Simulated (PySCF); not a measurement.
B(Me)(OMe)(SiH3) (C2H9BOSi), SMILES COB(C)[SiH3].

Geometry optimised at B3LYP-D3(BJ)/def2-SVP. This is a generated structure with no PubChem entry under its InChIKey; it may be hypothetical. One conformer was computed; it need not be the lowest.

Method: TDDFT-PBE0/def2-SVPD in PySCF 2.14.0.

Vertical excitations. The molecule is in vacuum.

```json
[
 {"state": "S1", "energy (eV)": "5.25", "λ (nm)": "236", "f": "0.008", "main pairs": "HOMO→LUMO 98 %"},
 {"state": "S2", "energy (eV)": "6.77", "λ (nm)": "183", "f": "0.030", "main pairs": "HOMO→LUMO+1 99 %"},
 {"state": "S3", "energy (eV)": "7.19", "λ (nm)": "173", "f": "0.025", "main pairs": "HOMO→LUMO+2 87 %"},
 {"state": "S4", "energy (eV)": "7.40", "λ (nm)": "168", "f": "0.003", "main pairs": "HOMO−2→LUMO 97 %"},
 {"state": "S5", "energy (eV)": "7.50", "λ (nm)": "165", "f": "0.079", "main pairs": "HOMO−1→LUMO 94 %"},
 {"state": "S6", "energy (eV)": "7.63", "λ (nm)": "163", "f": "0.041", "main pairs": "HOMO→LUMO+3 67 %, HOMO−3→LUMO 21 %"},
 {"state": "S7", "energy (eV)": "7.70", "λ (nm)": "161", "f": "0.000", "main pairs": "HOMO−4→LUMO 83 %"},
 {"state": "S8", "energy (eV)": "7.83", "λ (nm)": "158", "f": "0.000", "main pairs": "HOMO→LUMO+6 87 %"},
 {"state": "S9", "energy (eV)": "7.86", "λ (nm)": "158", "f": "0.059", "main pairs": "HOMO−3→LUMO 53 %, HOMO→LUMO+5 22 %, HOMO→LUMO+3 16 %"},
 {"state": "S10", "energy (eV)": "7.96", "λ (nm)": "156", "f": "0.008", "main pairs": "HOMO→LUMO+4 84 %"},
 {"state": "T1", "energy (eV)": "4.44", "λ (nm)": "279", "f": "0", "main pairs": "HOMO→LUMO 98 %"},
 {"state": "T2", "energy (eV)": "6.30", "λ (nm)": "197", "f": "0", "main pairs": "HOMO−1→LUMO 87 %"},
 {"state": "T3", "energy (eV)": "6.61", "λ (nm)": "188", "f": "0", "main pairs": "HOMO→LUMO+1 89 %"},
 {"state": "T4", "energy (eV)": "6.65", "λ (nm)": "186", "f": "0", "main pairs": "HOMO→LUMO+2 59 %, HOMO→LUMO+4 14 %, HOMO→LUMO+3 10 %"}
]
```
Triplets are in the Tamm–Dancoff approximation, which puts them higher than full response would, so one can lie above its singlet here.
